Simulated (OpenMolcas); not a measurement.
## Lu I: effect of the IPEA shift

| Property | Result |
| --- | --- |
| Program | OpenMolcas 26.06 |
| Basis | ANO-RCC-VTZP [8s7p5d3f2g1h] |
| Scalar Hamiltonian | DKH2, point nucleus |
| Active space | 3 electrons in 6 orbitals (5d 6s) |
| State averaging | 2S+1 = 2 even, 29 roots; 2S+1 = 4 even, 10 roots kept (CI in the orbitals of an earlier block) |
| Spin-orbit coupling | state interaction with AMFI integrals over the reference wave functions, term energies averaged over their components |

Methods on the same reference wave functions:
A. CASSCF
B. MS-CASPT2, IPEA 0 Eh, imaginary shift 0.1 Eh (closed shells correlated: 5s 5p)
C. MS-CASPT2, IPEA 0.25 Eh, imaginary shift 0.1 Eh (closed shells correlated: 5s 5p)

Energies in cm-1 above 5d 6s2 2D 3/2, the measured ground level; measured values from NIST Handbook of Basic Atomic Spectroscopic Data.

| Level | A | B | C | Measured |
| --- | --- | --- | --- | --- |
| 5d 6s2 2D 3/2 | 0.0 | 0.0 | 0.0 | 0.0 |
| 5d 6s2 2D 5/2 | 1899 | 1964 | 1959 | 1994 |
| 5d2 6s 4F 3/2 | 14461 | 17630 | 17660 | 18851 |
| 5d2 6s 4F 5/2 | 15160 | 18330 | 18360 | 19403 |
| 5d2 6s 4F 7/2 | 16145 | 19360 | 19390 | 20247 |
| 5d2 6s 4F 9/2 | 17345 | 20570 | 20590 | 21242 |
| 5d2 6s 4P 1/2 | 21835 | 24050 | 23710 | 21472 |
| 5d2 6s 4P 3/2 | 22187 | 24300 | 24010 | 22468 |
| 5d2 6s 2D 3/2 | 25834 | 25440 | 25700 | 24518 |
| 5d2 6s 2G 7/2 [72 %] | 27310 | 28690 | 29210 |  |
| 5d2 6s 2G 9/2 | 27808 | 28530 | 28930 | 26671 |
| 5d2 6s 2F 7/2 [72 %] | 28809 | 26690 | 27630 |  |
| 5d2 6s 2P 1/2 | 29106 | 28220 | 28740 | 28793 |
| 5d2 6s 2P 3/2 | 30191 | 29350 | 29850 | 29938 |

Deviations, from unrounded energies. A percentage is the sum of absolute deviations over the sum of measured energies, with the sign that they share, or ± where signs differ.

| Against measurement | Levels | A | B | C |
| --- | --- | --- | --- | --- |
| mean absolute deviation (cm-1) | 11 | 1900 | 1100 | 1000 |
| fine structure of the ground term (%) | 1 | -4.8 | -1.5 | -1.8 |
| other configurations (%) | 10 | ±8.7 | ±5.2 | ±4.8 |

C lies closest to measurement on these levels and A furthest from it. The largest miss of C in the table is 5d2 6s 2G 9/2, by +2300 cm-1. The ranking rests on the paired levels alone, and a cruder setting can come out closer through cancelling errors.

Between B and C the level of the table that moves most is 5d2 6s 2F 7/2 [72 %], by 940 cm-1 (lowest in B, highest in C). Moves below CASPT2's spread within the term are not significant.

The mean deviations of B to C differ by less than CASPT2's widest spread within a term (750 cm-1), so their order carries little weight.

The lowest spin-free term lies below A's lowest term by 0.232 hartree in B, 0.226 hartree in C.

Term energies are means over components that CASPT2 splits; among the terms shown or strongly mixed into the levels shown the widest spread is 750 cm-1 (5d2 6s 2F, B). Over all roots computed the reference weight is 0.89 to 0.95 in B; the roots of lowest weight are the least certain, and an intruder state may touch them. Terms from blocks run as CI alone lack orbitals of their own. A single d shell beside an s shell can misplace configurations of different d count against each other. Without dynamic correlation excited terms often stand tens of per cent too high (terms of higher spin than the ground term too low), and those without a measured partner can miss by more than the paired ones (holds for A). Some levels mix across a computed gap that differs much from the measured one, so their mixing is not that of the real levels (holds for B). The CASPT2 spread within a term exceeds the gap to the next term for 5d2 6s 2D and 5d2 6s 2F, 5d2 6s 2G and 5d2 6s 2P, so the order of their levels is uncertain, and so are names and mixing where such terms share a J (holds for B). Measured partners are found by configuration, term and J. A level has none where our copy of the source lacks it or the pairing is in doubt (some pairs that miss far off the trend of their configuration count as doubtful), and it then counts in no deviation. Levels of configurations outside the active space are missing. Levels that lie high or do not pair safely by name in every column are left out.

A share in square brackets marks a mixed level and gives the weight of the term that names it, the lowest over the columns.
